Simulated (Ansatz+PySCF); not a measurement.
Values are calculated unless marked as measured or tabulated.
This PySCF input gave a total energy of -1018.95173 hartree.

```python
from pyscf import gto, dft

mol = gto.M(atom="""
V 0.000000 0.000000 0.000000
O 0.000000 0.000000 1.652560
""", basis='def2-svp', charge=0, spin=3)
mf = dft.UKS(mol, xc='wb97x')
mf.init_guess = 'huckel'
mf.kernel()
while True:  # follow internal instabilities
    mo, _, stable, _ = mf.stability(return_status=True)
    if stable: break
    mf.kernel(mf.make_rdm1(mo, mf.mo_occ))
print(mf.converged, mf.e_tot, mf.spin_square()[0])
```

Q: Write an input for Ansatz with the same method and basis set.

A:

```yaml
crystal:
  periodic: [false, false, false]
  atoms:
    - { symbol: V, position_ang: [0.0, 0.0, 0.0] }
    - { symbol: O, position_ang: [0.0, 0.0, 1.65256] }
basis:
  gaussian: { orbitals: def2-SVP }
magnetization:
  spin_polarized: true
  initial_magnetization: 3
hamiltonian:
  xc: { name: wB97X }
```

Ansatz (development build ahead of 0.2.0) gave -1018.95172 hartree, 0.16 meV from the first. Caution: other spin multiplicities were not run.
